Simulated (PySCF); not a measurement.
CH₅N₂S, charge +1. Atoms are numbered in the order given.

```xyz
9

N      1.2459    -0.9762     0.0000
C      0.1442    -0.2175     0.0000
N     -1.1181    -1.0978     0.0000
S     -0.0543     1.3856     0.0000
H      1.2562    -1.9920     0.0000
H      2.1472    -0.5037     0.0000
H     -1.9247    -0.4535     0.0000
H     -1.1845    -1.6990     0.8386
H     -1.1845    -1.6990    -0.8386
```
Charge +1, spin multiplicity 1.

Geometry optimised at B3LYP-D3(BJ)/def2-SVP. The isomer is the one that the SMILES or the coordinates give; other isomers of the formula were not compared. One conformer was computed; it need not be the lowest.

Level of theory: TDA-B3LYP/def2-SVPD (PySCF 2.14.0).

Vertical excitations. Gas-phase values at a fixed geometry. State labels are in the subgroup Cs.

Computed lowest excited states:
| state | symmetry | energy (eV) | λ (nm) | f | main pairs |
|---|---|---|---|---|---|
| S1 | A" | 3.51 | 353 | 0.000 | HOMO→LUMO 100 % |
| S2 | A' | 5.29 | 234 | 0.067 | HOMO→LUMO+1 86 % |
| S3 | A" | 5.73 | 216 | 0.000 | HOMO−1→LUMO+1 100 % |
| S4 | A' | 5.73 | 216 | 0.159 | HOMO−1→LUMO 58 %, HOMO→LUMO+2 22 %, HOMO→LUMO+1 12 % |
| S5 | A' | 6.80 | 182 | 0.194 | HOMO→LUMO+2 51 %, HOMO→LUMO+3 34 % |
| S6 | A" | 6.82 | 182 | 0.000 | HOMO−1→LUMO+2 98 % |
| S7 | A' | 7.24 | 171 | 0.182 | HOMO→LUMO+3 56 %, HOMO→LUMO+2 15 %, HOMO→LUMO+5 13 % |
| S8 | A" | 7.29 | 170 | 0.004 | HOMO→LUMO+4 99 % |
| S9 | A" | 7.41 | 167 | 0.009 | HOMO−1→LUMO+3 96 % |
| S10 | A' | 7.51 | 165 | 0.028 | HOMO→LUMO+5 84 % |
| T1 | A" | 3.10 | 400 | 0 | HOMO→LUMO 99 % |
| T2 | A' | 3.16 | 392 | 0 | HOMO−1→LUMO 99 % |
| T3 | A' | 5.19 | 239 | 0 | HOMO→LUMO+1 99 % |
| T4 | A" | 5.65 | 219 | 0 | HOMO−1→LUMO+1 99 % |
Triplets are in the Tamm–Dancoff approximation.
